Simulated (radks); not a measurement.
The numbers below are computed, except where a source is named.
Initial-state core-level shifts of the terbium ion Tb+ when its valence configuration changes from [Xe] 4f9 6s1. Level of theory: Dirac Kohn-Sham, PBE, spin-unpolarised, spherical densities, finite nucleus; open shells are shared between the two j in proportion to 2j + 1; Fermi nuclear charge, rms radius 5.06 fm (a radial shooting solver on a logarithmic mesh with Libxc functionals). Shifts are changes of the shell-averaged eigenvalues in eV (positive: less bound); the change of the density at the nucleus, which sets a Mossbauer isomer shift, is in e/bohr^3, on a base of 6.867e+05.

valence               1s       2p       3p       4p  density at nucleus
4f7 5d2 6s1      -13.794  -14.787  -16.833  -15.502              +72.88
4f10              +5.900   +6.244   +6.765   +6.598              -53.38
4f7 6s1 6p2      -21.451  -22.676  -24.601  -23.256              +96.41
4f8 5d1 6s1       -6.425   -6.866   -7.760   -7.262              +33.20
4f9 6p1           -1.312   -1.294   -1.276   -1.289              -32.83
4f8.5 5d0.5 6s1   -3.075   -3.280   -3.692   -3.483              +15.66
4f7 6s2 6p1      -20.233  -21.468  -23.396  -22.051             +142.98
4f9 6s0.5 6p0.5   -0.661   -0.653   -0.643   -0.650              -16.16
4f8 6p2          -11.197  -11.715  -12.539  -12.069               +2.23
